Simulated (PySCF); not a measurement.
C7H10OP (charge -1).
Numbering: `[CH3:1][O:2][c:3]1[c:4]([CH3:5])[cH:6][p-:7][c:8]1[CH3:9]`

Structure used (GFN2-xTB), in Å, numbered top down from 1:
```xyz
19
C7H10OP angstrom
C     -0.556    2.059    0.359
O     -0.335    0.887    1.086
C     -0.065   -0.223    0.250
C      1.241   -0.591   -0.123
C      2.472    0.149    0.309
C      1.234   -1.710   -0.928
P     -0.367   -2.326   -1.247
C     -1.054   -1.038   -0.269
C     -2.521   -0.841   -0.021
H     -0.750    2.859    1.080
H     -1.420    1.965   -0.313
H      0.318    2.333   -0.250
H      3.305   -0.539    0.465
H      2.277    0.682    1.240
H      2.783    0.882   -0.444
H      2.123   -2.178   -1.329
H     -2.689   -0.503    1.004
H     -3.065   -1.771   -0.182
H     -2.943   -0.087   -0.696
```

Definitions: NICS(0) = −σiso at the ring centroid; NICS(1) = −σiso and NICS(1)zz = −σzz at ±1 Å along the ring normal z. Level: GIAO PBE0/pcSseg-1 (PySCF, non-relativistic, gas phase) on the GFN2-xTB geometry, one conformer.

Ring bond lengths (Å), with Mayer bond orders in brackets: C3–C4 1.407 (1.31), C4–C6 1.378 (1.50), C6–P7 1.745 (1.26), P7–C8 1.756 (1.24), C8–C3 1.384 (1.45).

**Question.** What do the NICS probes read (ppm)?

**Answer.** 
```csv
ring,type,NICS(0),"NICS(1), two faces","NICS(1)zz, two faces",rms pucker (Å),"centre to ring atoms, mean (Å)"
C3–C4–C6–P7–C8,5-membered ring with P; formal bonds all aromatic,-13.6,-10.3 / -10.6,-25.2 / -26.3,0.00,1.30
```

**Question.** What do they say, and how far can they be read as aromaticity?

**Answer.** 
- C3–C4–C6–P7–C8: mean NICS(1)zz -25.7 ppm, shielded.

**Question.** What does the geometric index give? HOMA = 1 − mean of α(R − Ropt)² over the ring bonds, with Krygowski's 1993 parameters (CC: Ropt 1.388 Å, α 257.7 Å⁻²; CP: Ropt 1.698 Å, α 118.91 Å⁻²).

**Answer.** 
- C3–C4–C6–P7–C8: HOMA 0.84; the largest term is that of P7–C8, α(R − Ropt)² = 0.40.

**Question.** List the ring angles and the Hirshfeld charges of the ring atoms.

**Answer.** 
- C3–C4–C6–P7–C8: C3 114.2° (-0.010 e), C4 111.3° (-0.080 e), C6 113.4° (-0.207 e), P7 89.9° (-0.233 e), C8 111.2° (-0.132 e); sum 540.0° against 540° for a flat convex ring.

**Question.** What are the shieldings of the ring atoms and their hydrogens in the same run (means over atoms taken as equivalent)?

**Answer.** 
```tsv
atoms	environment	σ isotropic (ppm)	principal values of the symmetric part, first atom (ppm)
C3	aromatic carbon bearing oxygen	36.0	-23.4, 48.7, 82.7
C4	substituted aromatic carbon	73.0	7.3, 63.4, 148.3
C6	aromatic CH carbon	61.1	-50.8, 78.9, 155.2
P7	phosphorus bonded to 2 C	266.5	155.6, 219.0, 424.9
C8	substituted aromatic carbon	57.0	-37.4, 54.6, 153.8
H16	aromatic hydrogen	25.39	23.7, 24.7, 27.8
```
